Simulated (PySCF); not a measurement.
Delta-SCF ions had no search for a lower state. 

Cartesian coordinates (Å):
```xyz
7

C     -1.0276    -0.1285     0.0032
Ga     0.8956     0.1500    -0.0141
Br     2.3719    -1.5787    -0.0503
Br     1.8624     2.2064     0.0204
H     -1.3253    -0.4927     0.9893
H     -1.5552     0.8014    -0.2072
H     -1.2992    -0.8856    -0.7340
```
Charge 0, spin multiplicity 1.

Estimate the vertical ionisation energy (Delta-SCF), total energy and HOMO–LUMO gap that PySCF 2.14.0 with ωB97X-D3(BJ)/def2-TZVP returns for this input.


| Quantity | Result |
|---|---|
| vertical ionisation energy (Delta-SCF) | 10.74 eV |
| total energy | -7113.0434 Ha |
| HOMO–LUMO gap | 11.24 eV |
